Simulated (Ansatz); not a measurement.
`S[SiH2][GaH][I]` → Ga• + 4 H• + I• + S• + Si•  (atomization)

Calculated with Ansatz (gas phase, PBE0-D4/def2-TZVP geometries, no zero-point term in ΔE). CCSD(T)/CBS is the MP2 limit (def2-TZVPP, def2-QZVPP) plus CCSD(T) − MP2 in def2-TZVPP, frozen cores. This one scheme is used for every species, atoms too. For atomizations the MP2-based limit and the directly extrapolated one differ by several kJ/mol either way, and by 10 to 25 for some Ge, Se and Sn compounds, so smaller differences from it don't rank the levels. Functionals use def2-TZVPP. B3LYP here is the variant with VWN-RPA as its local correlation; programs differ in this. No spin–orbit coupling; open shells (•) take unrestricted orbitals. Spin–orbit coupling would lower the free atoms: a little for S, Si; clearly for Ga; strongly for I. def2 core potentials past Kr. For Ga, I outer-core shells are correlated without core-valence functions, so the limit isn't a true one: a few kJ/mol of doubt a bond, and 10 to 20 or more in all where bonds break to atoms. Scalar relativity is left out up to krypton. Each species was taken in one conformer, which may not be the lowest.

| level | ΔE (eV) | difference from CCSD(T)/CBS |
| --- | --- | --- |
| LDA (SPW92) | 24.44 | 2.62 |
| r2SCAN-D4 | 21.79 | -0.03 |
| PBE0-D4 | 21.52 | -0.30 |
| B3LYP-D4 | 21.36 | -0.46 |
| r2SCAN0-D4 | 21.57 | -0.25 |
| BHLYP-D4 | 21.15 | -0.67 |
| CAM-B3LYP-D4 | 21.37 | -0.45 |
| B2PLYP | 21.10 | -0.72 |
| PBE | 21.33 | -0.49 |
| r2SCAN | 21.73 | -0.09 |
| CAM-B3LYP | 21.11 | -0.71 |
| CCSD(T)/def2-SVP | 19.89 | -1.93 |
| MP2/def2-TZVPP | 21.29 | -0.53 |
| SCS-MP2/def2-TZVPP | 21.21 | -0.61 |
| CCSD/def2-TZVPP | 20.79 | -1.03 |
| MP2/def2-QZVPP | 21.68 | -0.14 |
| CCSD(T)/CBS | 21.82 | 0 |

Largest T1 diagnostic among the species: 0.013.

At CCSD(T), def2-SVP lies −1.93 eV from the extrapolated value and def2-TZVPP −0.67 eV: correlation converges slowly with the basis, and small sets miss more of it in the bonded molecule than in its fragments. The D4 term adds +0.46 eV with B3LYP and +0.24 eV with PBE0; it sums over pairs of atoms, weighted by their polarisabilities, and B3LYP, whose exchange is more repulsive, gets the larger term. From BLYP to BHLYP (50 % exact exchange), in def2-TZVPP and without D4, ΔE moves by +0.19 eV.
